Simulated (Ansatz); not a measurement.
`[CH3][Al]([SiH3])[CH2]O` and `[CH3][Al]([OH])[SiH3]` differ in one atom or group.

Ansatz, PBE0-D4/def2-TZVP geometries, multiplicity 1. Each molecule was computed in one conformer, which needn't be the lowest.

```csv
property,`[CH3][Al]([SiH3])[CH2]O`
HOMO–LUMO gap (ωB97M-V/def2-TZVPP) / eV,9.40
size of the dipole moment (PBE/def2-TZVPP) / D,1.41
LUMO energy (PBE/def2-TZVPP) / eV,-2.11
LUMO energy (PBE0/def2-TZVPP) / eV,-1.35
size of the dipole moment (B3LYP/def2-TZVPP) / D,1.39
HOMO energy (PBE0/def2-TZVPP) / eV,-7.10
```

Task: Give the same properties after the change, and the shifts. (Best estimate.)

Result: Computed: 
```csv
property,`[CH3][Al]([OH])[SiH3]`,shift
HOMO–LUMO gap (ωB97M-V/def2-TZVPP) / eV,9.92,0.52
size of the dipole moment (PBE/def2-TZVPP) / D,0.12,-1.29
LUMO energy (PBE/def2-TZVPP) / eV,-1.81,0.30
LUMO energy (PBE0/def2-TZVPP) / eV,-1.06,0.29
size of the dipole moment (B3LYP/def2-TZVPP) / D,0.14,-1.25
HOMO energy (PBE0/def2-TZVPP) / eV,-7.30,-0.20
```

With PBE0 the HOMO falls by 0.20 eV and the LUMO rises by 0.29 eV, so the gap widens by about 0.49 eV. PBE moves the HOMO by -0.21 eV and ωB97M-V by -0.18 eV. Dipoles are sizes alone; their direction can turn.

B3LYP here is the variant with VWN-RPA as its local correlation; programs differ in this.
